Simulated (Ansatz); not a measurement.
The first iterations of a band of BrH + ClH3OSn (8 atoms, charge 0, multiplicity 1).

All numbers below come from Ansatz 0.2.0, RKS PBE0-D4/def2-SVP.

```yaml
movable_images: 5
climbing_image: yes
spring: 5.0 eV/Å²
optimiser: quadratic models (default)
start_path: through a guess of the saddle point
force_threshold: 0.05 eV/Å
iteration_limit: 60
end_points: relaxed
```

First end point:

```xyz
8
Properties=species:S:1:pos:R:3
Sn 0.286 0.038 -0.063
Cl 0.210 0.305 2.310
H 1.905 -0.300 -0.453
H -0.441 1.448 -0.694
O -0.714 -1.604 -0.474
H -1.630 -1.550 -0.162
Br -3.317 -0.433 1.569
H -2.061 -0.135 2.211
```

Last end point:

```xyz
8
Properties=species:S:1:pos:R:3
Sn -0.497 0.174 -0.361
Cl 0.034 -0.663 3.435
H 0.937 0.518 0.475
H -0.804 0.960 -1.847
O -0.541 -1.786 -0.582
H -1.382 -2.111 -0.924
Br -2.455 0.824 1.092
H -1.055 -0.148 2.957
```

| iteration | highest image above the first end (eV) | largest band force component (eV/Å) |
| --- | --- | --- |
| 1 | 2.164 | 12.902 |
| 2 | 1.114 | 1.343 |
| 3 | 0.862 | 1.080 |
| 4 | 0.828 | 1.060 |
| 5 | 0.805 | 0.871 |
| 6 | 0.766 | 0.649 |

Question: Does the band converge within its limit, and where does its top end?

Answer: It converged. It ended after 20 iterations with the highest image 0.710 eV above the first end. A vibrational analysis at the climbing image gives one clearly imaginary mode, 246i cm⁻¹: a first-order saddle point. The orbitals stay closed-shell, which can raise the energy where a bond breaks towards radicals; this wasn't checked here.

Run time: 3.7 min on 4 threads of Arm Neoverse V1, with other jobs on the host, peak memory 0.31 GiB.
